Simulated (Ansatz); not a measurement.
Start from `O=C[SiH2]O[SiH3]` and change one atom or group to get `O=C[SiH2][CH2][InH2]`.

Ansatz, PBE0-D4/def2-TZVP geometries, multiplicity 1. Each molecule was computed in one conformer, which needn't be the lowest.

Elements past krypton have def2 core potentials.

```csv
property,`O=C[SiH2]O[SiH3]`
size of the dipole moment (ωB97M-V/def2-TZVPP) / D,1.91
HOMO energy (PBE/def2-TZVPP) / eV,-5.78
LUMO energy (ωB97M-V/def2-TZVPP) / eV,0.55
size of the dipole moment (PBE/def2-TZVPP) / D,1.73
HOMO energy (ωB97M-V/def2-TZVPP) / eV,-9.53
HOMO–LUMO gap (ωB97M-V/def2-TZVPP) / eV,10.09
```

(1) Give the same properties after the change, and the shifts. (An estimate is asked.)

Results:

(1) Ansatz gave: 
```csv
property,`O=C[SiH2][CH2][InH2]`,shift
size of the dipole moment (ωB97M-V/def2-TZVPP) / D,1.65,-0.26
HOMO energy (PBE/def2-TZVPP) / eV,-5.45,0.33
LUMO energy (ωB97M-V/def2-TZVPP) / eV,-0.41,-0.96
size of the dipole moment (PBE/def2-TZVPP) / D,1.26,-0.47
HOMO energy (ωB97M-V/def2-TZVPP) / eV,-9.07,0.46
HOMO–LUMO gap (ωB97M-V/def2-TZVPP) / eV,8.66,-1.43
```

With PBE0 the HOMO rises by 0.41 eV and the LUMO falls by 0.11 eV, so the gap narrows by about 0.52 eV. PBE moves the HOMO by 0.33 eV and ωB97M-V by 0.46 eV. Dipoles are sizes alone; their direction can turn.
